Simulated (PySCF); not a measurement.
Work out the structure from these simulated measurements.

Formula: C5H9NO3S.

* Dipole: 3.35 D [PBE0/pcSseg-1]
* NMR, other nuclei: isotropic shieldings of nuclei other than C and H, by class: 142 (1 N), -75 (1 O), 117 (1 O), 121 (1 O), 185 (1 S) ppm [GIAO PBE0/pcSseg-1]
* 1H NMR: chemical shifts (computed TMS as zero) by class: 4.14 (1 H), 4.01 (1 H), 3.87 (1 H), 3.24 (1 H), 3.00 (3 H), 2.72 (1 H), 2.58 (1 H) ppm [GIAO PBE0/pcSseg-1]
* Rotational structure: rotational constants A, B, C: 2.224, 0.862, 0.803 GHz [GFN2-xTB]
* 13C NMR: chemical shifts (computed TMS as zero) by class: 174.8 (1 C), 67.3 (1 C), 48.1 (1 C), 44.5 (1 C), 32.4 (1 C) ppm [GIAO PBE0/pcSseg-1]

Gas-phase values; electronic properties from PySCF, density fitting. Levels stand in brackets. The structure is a single GFN2-xTB conformer in the gas phase; no vibrational or solvent corrections. GFN2-xTB frequencies show an imaginary mode (115i cm⁻¹), so this geometry is no minimum at that level. NMR values are class means; diastereotopic atoms form classes of their own.

Problem. Propose a structure and show how it fits.

Solution. Numbering: `[CH3:1][S:2](=[O:3])(=[O:4])[C@@H:5]1[CH2:6][NH:7][C:8](=[O:9])[CH2:10]1`. 5 carbons fall into 5 classes; from least to most shielded: amide carbonyl carbon [C8] (174.8 ppm), ring sp3 carbon bound to sulfur [C5] (67.3 ppm), S-methyl carbon [C1] (48.1 ppm), ring sp3 carbon bound to nitrogen [C6] (44.5 ppm), sp3 carbon next to a carbonyl [C10] (32.4 ppm). Hydrogen classes from least to most shielded: 1 H on an amide nitrogen, N7 (4.14 ppm), 1 H on an sp3 carbon bound to nitrogen, C6 (4.01 ppm), 1 H on an sp3 carbon bound to nitrogen, C6 (3.87 ppm), 1 H on an sp3 carbon bound to sulfur, C5 (3.24 ppm), 3 H on an S-methyl carbon, C1 (3.00 ppm), 1 H on an sp3 carbon next to a carbonyl, C10 (2.72 ppm), 1 H on an sp3 carbon next to a carbonyl, C10 (2.58 ppm). The other shieldings belong to: 142 ppm, amide nitrogen [N7]; -75 ppm, amide oxygen [O9]; 117 ppm, sulfonyl oxygen [O4]; 121 ppm, sulfonyl oxygen [O3]; 185 ppm, sulfonyl sulfur [S2]. The optimised geometry has point group C1 and is an asymmetric top. Structure: `CS([C@@H]1CNC(C1)=O)(=O)=O`. The assignments are read from this structure; whether some other isomer fits the data as well wasn't checked. The mirror image fits equally.
